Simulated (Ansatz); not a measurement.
Species: C2H8AlNO2, charge 0, multiplicity 1. SMILES: [NH2][Al]([O]C)[O]C
Structure (B3LYP-D3(BJ)/def2-TZVP (Ansatz, a program for electronic structure) minimum search):
```
Al
O 1 1.6857
C 2 1.4024 1 138.44
H 3 1.0940 2 109.81 1 135.12
H 3 1.0948 4 107.95 2 -120.54
H 3 1.0960 4 107.88 5 -116.46
O 1 1.6857 2 123.94 3 3.27
C 7 1.4024 1 138.44 2 3.27
H 8 1.0940 7 109.81 1 135.12
H 8 1.0948 9 107.95 7 -120.54
H 8 1.0960 9 107.88 10 -116.46
N 1 1.7593 2 118.03 3 -176.73
H 12 1.0064 1 124.46 2 0.65
H 12 1.0064 13 111.08 1 -180.00
```
Charge 0, spin multiplicity 1.

Wanted: vertical ionisation energy (to the doublet state of charge +1; each state is the SCF solution reached for its spin), in eV. Valence correlation only, unless marked. UHF or UKS for open shells. No spin-orbit coupling. No relativistic terms. CBS marks a two-point X^-3 extrapolation of the correlation energy; Hartree-Fock from the larger set.

| level | program | vertical ionisation energy (eV) |
|---|---|---|
| BHLYP/def2-TZVPD | Ansatz | 9.41 |
| CAM-B3LYP/def2-TZVPD | Ansatz | 9.58 |
| wB97X-V/def2-TZVPD | Ansatz | 9.66 |
| B2PLYP/def2-TZVPD | Ansatz | 9.55 |
| MP2/aug-cc-pV(D+d)Z | Ansatz | 9.73 |
| RI-MP2/CBS(aug-cc-pV(T+d)Z,aug-cc-pV(Q+d)Z) | Ansatz | 9.97 |
